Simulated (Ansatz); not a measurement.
Mulliken charges of CH5FOSn, SMILES `FC[O][SnH3]` from r2SCAN/def2-TZVPP in Ansatz (PBE0-D4/def2-TZVP geometry).

```csv
atom,x (Å),y (Å),z (Å),charge (e)
F1,-0.597,1.754,0.032,-0.263
C2,-1.292,0.566,0.278,0.285
O3,-0.736,-0.463,-0.405,-0.539
Sn4,1.239,-0.702,-0.320,0.755
H5,-1.259,0.434,1.369,0.041
H6,-2.319,0.725,-0.066,0.050
H7,1.690,-0.390,1.295,-0.113
H8,1.408,-2.333,-0.765,-0.112
H9,1.953,0.363,-1.434,-0.104
```

**Question.** By hand: the dipole of these point charges (1 e Å = 4.8032 D).

**Answer.** Σ q r = (0.402, -0.259, 0.189) e Å, of length 0.514 e Å = 2.47 D.

**Question.** How does the dipole of the full density compare? (Best estimate.)

**Answer.** Ansatz gave: (0.209, -0.219, 0.131) e Å, 1.58 D; the point charges give 1.56 times that, at 13° from its direction.

Point charges leave out the atoms' own dipoles, such as those of lone pairs, and Mulliken's split depends on the basis, so the two needn't agree.
